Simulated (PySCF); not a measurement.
## Trend along the second period: MAs molecules

CCSD(T) with triple-zeta basis sets in PySCF, for the lowest determinant that a PBE0 search found; no spin–orbit coupling. De refers to high-spin ground-configuration atoms.

| M | basis | reference, frozen orbitals | state (unpaired electrons) | Re (Å) | ωe (cm⁻¹) | De (eV) |
| --- | --- | --- | --- | --- | --- | --- |
| Li | pcseg-2 | UHF, 9 | triplet (π ↑↑) | 2.413 | 444 | 1.58 |
| B | x2c-TZVPPall | ROHF, 10 | triplet (σ ↑, π ↑) | 1.861 | 790 | 2.71 |
| N | def2-TZVPPD | RHF, 10 | singlet (closed shell) | 1.630 | 1064 | 4.67 |
| O | def2-TZVPP | UHF, 10 | doublet (π ↑) | 1.633 | 966 | 4.61 |
| F | def2-TZVPP | UHF, 10 | triplet (π ↑↑) | 1.743 | 694 | 3.95 |

Problem. By what factor does the bond length vary along the series?

Solution. At CCSD(T) it runs from 1.630 Å (AsN) to 2.413 Å (LiAs), a factor of 1.48.

The rows differ in basis set, which adds steps of its own.

The state changes along the series, so neighbouring rows are not always alike in their bonding.

Correlated steps freeze the inner cores (9 to 10 orbitals); shallow outer-core shells are correlated. UHF and ROHF references stand side by side, which adds small steps between rows. Spin–orbit coupling is left out. Where the molecule has an RHF reference, its open-shell atoms are computed with UHF. States were picked by a PBE0 search and need not be the measured ground states.
